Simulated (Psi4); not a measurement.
Nb (SMILES [Nb]), sextet (core potentials on Nb); Psi4 with PBE0/def2-TZVP.

Input for Psi4:
```
memory 2 GB

molecule mol {
0 6
  Nb    0.000000    0.000000    0.000000
}

set basis def2-tzvp
set reference uks

energy('pbe0')
print_variables()
```

It wrote (shortened):

```
   => Loading Basis Set <=

    Name: DEF2-TZVP
    Role: ORBITAL
    Keyword: BASIS

    !!!  WARNING: ECP capability is in beta. Please check occupations closely.  !!!

         ---------------------------------------------------------
                                   SCF
               by Justin Turney, Rob Parrish, Andy Simmonett
                          and Daniel G. A. Smith
                              UKS Reference
         ---------------------------------------------------------

  ==> Geometry <==

    Molecular point group: d2h
    Geometry (in Angstrom), charge = 0, multiplicity = 6:

       Center              X                  Y                   Z               Mass
    ------------   -----------------  -----------------  -----------------  -----------------
         NB           0.000000000000     0.000000000000     0.000000000000    92.906373000000

  Running in d2h symmetry.

  Rotational constants: A = ************  B = ************  C = ************ [cm^-1]
  Rotational constants: A = ************  B = ************  C = ************ [MHz]
  Nuclear repulsion =    0.000000000000000

  Charge       = 0
  Multiplicity = 6
  Electrons    = 13
  Nalpha       = 9
  Nbeta        = 4

  ==> Algorithm <==

  SCF Algorithm Type is DF.
  DIIS enabled.
  MOM disabled.
  Fractional occupation disabled.
  Guess Type is CORE.
  Energy threshold   = 1.00e-06
  Density threshold  = 1.00e-06
  Integral threshold = 1.00e-12

  ==> Primary Basis <==

  Basis Set: DEF2-TZVP
    Blend: DEF2-TZVP
    Number of shells: 14
    Number of basis functions: 40
    Number of Cartesian functions: 46
    Spherical Harmonics?: true
    Max angular momentum: 3

  Core potential: DEF2-TZVP
    Number of shells: 4
    Number of ECP primitives: 14
    Number of ECP core electrons: 28
    Max angular momentum: 3

  ==> DFT Potential <==

   => LibXC <=

    Version 7.1.2
    S. Lehtola, C. Steigemann, M. J. T. Oliveira, and M. A. L. Marques,  SoftwareX 7, 1–5 (2018) (10.1016/j.softx.2017.11.002)

   => Composite Functional: PBE0 <=

    PBE0 Hyb-GGA Exchange-Correlation Functional

    C. Adamo and V. Barone,  J. Chem. Phys. 110, 6158 (1999) (10.1063/1.478522)
    M. Ernzerhof and G. E. Scuseria,  J. Chem. Phys. 110, 5029 (1999) (10.1063/1.478401)

    Deriv               =              1
    GGA                 =           TRUE
    Meta                =          FALSE

    Exchange Hybrid     =           TRUE
    MP2 Hybrid          =          FALSE

   => Exchange Functionals <=

    0.7500   Perdew, Burke & Ernzerhof

   => Exact (HF) Exchange <=

    0.2500               HF

   => Correlation Functionals <=

    1.0000   Perdew, Burke & Ernzerhof

   => LibXC Density Thresholds  <==

    XC_HYB_GGA_XC_PBEH:  1.00E-15

   => Molecular Quadrature <=

    Radial Scheme          =       TREUTLER
    Pruning Scheme         =           NONE
    Nuclear Scheme         =       TREUTLER

    Blocking Scheme        =         OCTREE
    BS radius alpha        =              1
    Pruning alpha          =              1
    Radial Points          =             75
    Spherical Points       =            302
    Total Points           =          21738
    Total Blocks           =            248
    Max Points             =            245
    Max Functions          =             40
    Weights Tolerance      =       1.00E-15

   => Loading Basis Set <=

    Name: (DEF2-TZVP AUX)
    Role: JKFIT
    Keyword: DF_BASIS_SCF

  ==> Integral Setup <==

  SCF_SUBTYPE=INCORE selected. In-core MEM_DF algorithm will be used.
  Using in-core AOs.

  ==> MemDFJK: Density-Fitted J/K Matrices <==

    J tasked:                   Yes
    K tasked:                   Yes
    wK tasked:                   No
    Algorithm:                 Core
    Schwarz Cutoff:           1E-12
    Mask sparsity (%):       0.0000
    Fitting Condition:        1E-10

   => Auxiliary Basis Set <=

  Basis Set: (DEF2-TZVP AUX)
    Blend: DEF2-UNIVERSAL-JKFIT
    Number of shells: 49
    Number of basis functions: 255
    Number of Cartesian functions: 384
    Spherical Harmonics?: true
    Max angular momentum: 6

  Minimum eigenvalue in the overlap matrix is 1.8943051915E-02.
  Reciprocal condition number of the overlap matrix is 5.8431989721E-03.
    Using symmetric orthogonalization.

  ==> Pre-Iterations <==

  SCF Guess: Core (One-Electron) Hamiltonian.

   -------------------------------------------------------
    Irrep   Nso     Nmo     Nalpha   Nbeta   Ndocc  Nsocc
   -------------------------------------------------------
     Ag        12      12       3       1       1       2
     B1g        3       3       1       0       0       1
     B2g        3       3       1       0       0       1
     B3g        3       3       1       0       0       1
     Au         1       1       0       0       0       0
     B1u        6       6       1       1       1       0
     B2u        6       6       1       1       1       0
     B3u        6       6       1       1       1       0
   -------------------------------------------------------
    Total      40      40       9       4       4       5
   -------------------------------------------------------

  ==> Iterations <==

                           Total Energy        Delta E     RMS |[F,P]|

    Occupation by irrep:
             Ag   B1g   B2g   B3g    Au   B1u   B2u   B3u
    DOCC [     1,    0,    0,    0,    0,    1,    1,    1 ]
    SOCC [     2,    0,    0,    0,    0,    1,    1,    1 ]
    NA   [     3,    0,    0,    0,    0,    2,    2,    2 ]
    NB   [     1,    0,    0,    0,    0,    1,    1,    1 ]

   @DF-UKS iter   1:   -52.23154726925952   -5.22315e+01   1.60810e-01 ADIIS
    Occupation by irrep:
             Ag   B1g   B2g   B3g    Au   B1u   B2u   B3u
    DOCC [     1,    0,    0,    0,    0,    1,    1,    1 ]
    SOCC [     2,    1,    1,    1,    0,    0,    0,    0 ]
    NA   [     3,    1,    1,    1,    0,    1,    1,    1 ]
    NB   [     1,    0,    0,    0,    0,    1,    1,    1 ]

   @DF-UKS iter   2:   -51.51188274499614    7.19665e-01   1.78520e-01 ADIIS
   @DF-UKS iter   3:   -56.64348869598259   -5.13161e+00   2.19042e-02 ADIIS/DIIS
   @DF-UKS iter   4:   -56.70164569692025   -5.81570e-02   2.62596e-02 ADIIS/DIIS
   @DF-UKS iter   5:   -56.81150788918815   -1.09862e-01   6.21344e-03 ADIIS/DIIS
   @DF-UKS iter   6:   -56.81889131902731   -7.38343e-03   8.42742e-04 ADIIS/DIIS
   @DF-UKS iter   7:   -56.81900328761050   -1.11969e-04   7.12448e-05 DIIS
   @DF-UKS iter   8:   -56.81900501394052   -1.72633e-06   1.48617e-05 DIIS
   @DF-UKS iter   9:   -56.81900573254168   -7.18601e-07   1.48224e-05 DIIS
   @DF-UKS iter  10:   -56.81900417002214    1.56252e-06   1.35657e-05 DIIS
   @DF-UKS iter  11:   -56.81899881152703    5.35850e-06   8.02476e-06 DIIS
   @DF-UKS iter  12:   -56.81899882510602   -1.35790e-08   3.66699e-06 DIIS
   @DF-UKS iter  13:   -56.81899882895593   -3.84991e-09   1.37248e-06 DIIS
   @DF-UKS iter  14:   -56.81899882978038   -8.24450e-10   2.01318e-07 DIIS
  Energy and wave function converged.

  ==> Post-Iterations <==

   Electrons on quadrature grid:
      Nalpha   =    9.0000000000 ; deviation = -5.329e-15
      Nbeta    =    4.0000000000 ; deviation = -9.770e-15
      Ntotal   =   13.0000000000 ; deviation = -1.510e-14

   @Spin Contamination Metric:   1.100409668E-03
   @S^2 Expected:                8.750000000E+00
   @S^2 Observed:                8.751100410E+00
   @S   Expected:                2.500000000E+00
   @S   Observed:                2.500000000E+00

    Orbital Energies [Eh]
    ---------------------

    Alpha Occupied:

[...]
    Alpha Virtual:

[...]
      12Ag    78.862177

    Beta Occupied:

[...]
       1B1u   -1.267423

    Beta Virtual:

[...]
    Final Occupation by Irrep:
             Ag   B1g   B2g   B3g    Au   B1u   B2u   B3u
    DOCC [     1,    0,    0,    0,    0,    1,    1,    1 ]
    SOCC [     2,    1,    1,    1,    0,    0,    0,    0 ]
    NA   [     3,    1,    1,    1,    0,    1,    1,    1 ]
    NB   [     1,    0,    0,    0,    0,    1,    1,    1 ]

  @DF-UKS Final Energy:   -56.81899882978038

   => Energetics <=

    Nuclear Repulsion Energy =              0.0000000000000000
    One-Electron Energy =                 -96.3645267106499546
    Two-Electron Energy =                  44.8325177113655116
    DFT Exchange-Correlation Energy =      -5.2869898304959424
    Empirical Dispersion Energy =           0.0000000000000000
    VV10 Nonlocal Energy =                  0.0000000000000000
    Total Energy =                        -56.8189988297803836

  UHF NO Occupations:
  HONO-2 :    1B2g 1.0000000
  HONO-1 :    2 Ag 1.0000000
  HONO-0 :    3 Ag 1.0000000
  LUNO+0 :    2B2u 0.0001815
  LUNO+1 :    2B3u 0.0001815
  LUNO+2 :    2B1u 0.0001436
  LUNO+3 :    4 Ag 0.0000436

Computation Completed

Properties will be evaluated at   0.000000,   0.000000,   0.000000 [a0]

Properties computed using the SCF density matrix

 Multipole Moments:

 ------------------------------------------------------------------------------------
     Multipole            Electronic (a.u.)      Nuclear  (a.u.)        Total (a.u.)
 ------------------------------------------------------------------------------------

 L = 1.  Multiply by 2.5417464519 to convert [e a0] to [Debye]
 Dipole X            :          0.0000000            0.0000000            0.0000000
 Dipole Y            :          0.0000000            0.0000000            0.0000000
 Dipole Z            :          0.0000000            0.0000000            0.0000000
 Magnitude           :                                                    0.0000000

 ------------------------------------------------------------------------------------

  Variable Map:
  ----------------------------------------------------------------------------
[...]
  Array Variable Map:
  ----------------------------------------------------------------------------
[...]
[...]
```
